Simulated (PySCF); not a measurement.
# Ionising CsSe

UHF-MP2; Cs def2-SVP with ECP46, Se def2-SVP; scalar-relativistic core potentials (PySCF 2.14). Neutral (UHF): doublet (π ↑), Re = 3.295 Å, ωe = 139 cm⁻¹, De = 2.09 eV.

CsSe⁺ (UHF): triplet (π ↑↑), Re = 3.913 Å, ωe = 58.0 cm⁻¹, De = 0.30 eV to Cs⁺ + Se. The energies at the minima are -2419.68885 hartree for CsSe and -2419.48619 for CsSe⁺.

(1) Work out the adiabatic ionisation energy, without and with harmonic zero-point energies (1 hartree = 27.2114 eV, 1 eV = 8065.5 cm⁻¹), and the change of the bond length.

Correlated steps freeze 9 core orbitals. Weak bonds: CsSe⁺. Basis-set superposition, not corrected here, can be much of De in a small basis, most of all at correlated wavefunction levels. Spin–orbit coupling is left out, which matters for elements this heavy, above all for dissociation energies. For an ion De counts to the pair picked by the measured ionisation energies or electron affinities, which need not be the lowest pair at this level. States were picked by a PBE0 search and need not be the measured ground states.

Results:

(1) At UHF-MP2: 0.20266 hartree = 5.515 eV between the minima; the zero-point term (58.0 − 139.0)/2 cm⁻¹ = -0.005 eV makes it 5.510 eV. Re changes by +61.8 pm against the neutral. The electron leaves a π orbital, and the ion is left as a loose complex of an ion and an atom.
